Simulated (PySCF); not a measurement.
Two-dimensional NMR puzzle

Compound of formula C₈H₁₆N₂. Correlations simulated from computed shifts and the bond graph:

HSQC (one-bond C–H):
```tsv
δH	δC
6.91	143.7
2.56	28.0
1.07	30.0
0.69	7.8
0.30	7.8
```

COSY cross peaks (H two or three bonds apart, from the bond graph; peaks can be absent where the dihedral angle is near 90°):
```tsv
δH	δH
2.56	0.69
2.56	0.30
0.69	0.30
```

HMBC (two and three bonds, from the bond graph):
```tsv
δH	δC
6.91	37.0, 30.0
2.56	7.8
1.07	143.7, 37.0, 30.0
0.69	28.0, 7.8
0.30	28.0, 7.8
```

Carbons without hydrogens: δ 37.0.

Level of theory: σ from GIAO-PBE0/pcSseg-1, geometry: GFN2-xTB, in PySCF (one conformer, averaged over atoms made equivalent by symmetry, fast rotation or ring inversion, no solvent, relativity neglected).

References, each an isolated molecule treated in the same way: ¹H (σ = 31.72 ppm), ¹³C (σ = 186.93 ppm) against TMS.

Exchangeable hydrogens are left out of these lists.

Problem. Work out the connectivity.

Solution. SMILES CC(C)(C)/C=N/NC1CC1.

Numbering as in the mapped SMILES `[CH3:1][C:2]([CH3:3])([CH3:4])/[CH:5]=[N:6]/[NH:7][CH:8]1[CH2:9][CH2:10]1`; H(Xn) means a hydrogen on atom n. Ha(C9), Ha(C10) are cis to N7 on the ring; Hb(C9), Hb(C10) are trans to N7 on the ring.

- δC 143.7 is C5, a C=N carbon (δH 6.91).
- δC 37.0 is C2, a quaternary sp3 carbon.
- δC 30.0 is C1/C3/C4, a methyl carbon (δH 1.07).
- δC 28.0 is C8, a three-membered-ring carbon (δH 2.56).
- δC 7.8 is C9/C10, a three-membered-ring carbon (δH 0.30, 0.69).
- HMBC from δH 6.91 reaches the proton-free carbon C2.
- HMBC from δH 1.07 reaches the proton-free carbon C2.
- COSY links 2.56–0.69, 2.56–0.30, 0.69–0.30.

This is the structure that produced the data.

Exchangeable OH/NH protons stand at their gas-phase positions; hydrogen bonding in a real sample shifts them, mostly to higher δ. Shifts are as computed. Against solution values, carbons near 30 ppm lie about +3 ppm off and those near 130 ppm about +5 ppm. Of 1211 compounds with measured shifts, 218 miss one by over three times the rms of a fit or turn the order of signals round; such compounds aren't used in these exercises.
